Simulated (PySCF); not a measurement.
C₃H₇FSi, SMILES F[C@H]1C[C@@H]1[SiH3].

Geometry optimised at B3LYP-D3(BJ)/def2-SVP. The structure was generated by enumeration; whether it is a known compound was not checked.

Method: PySCF 2.14.0 with TDA-PBE/def2-SVPD.

Vertical excitations. Gas-phase values at a fixed geometry.

### Question
Give excitation energies, oscillator strengths and character. (An estimate is asked for; the answer gives what the named calculation found.)

### Answer

```csv
state,energy (eV),λ (nm),f,main pairs
S1,6.67,186,0.010,HOMO→LUMO 99 %
S2,7.07,175,0.003,HOMO−1→LUMO 95 %
S3,7.12,174,0.017,HOMO→LUMO+1 87 %
S4,7.15,173,0.003,HOMO→LUMO+2 86 %
S5,7.31,170,0.035,HOMO→LUMO+3 89 %
S6,7.47,166,0.001,HOMO→LUMO+4 80 %
S7,7.50,165,0.004,HOMO−1→LUMO+1 89 %
S8,7.66,162,0.083,HOMO−1→LUMO+2 77 %
S9,7.69,161,0.023,HOMO−1→LUMO+3 88 %
S10,7.80,159,0.002,HOMO→LUMO+5 91 %
T1,6.51,190,0,HOMO→LUMO 99 %
T2,6.89,180,0,HOMO−1→LUMO 84 %
T3,6.91,180,0,"HOMO→LUMO+1 70 %, HOMO−1→LUMO 15 %, HOMO→LUMO+2 11 %"
T4,6.97,178,0,"HOMO→LUMO+2 84 %, HOMO→LUMO+1 14 %"
```
Triplets are in the Tamm–Dancoff approximation.
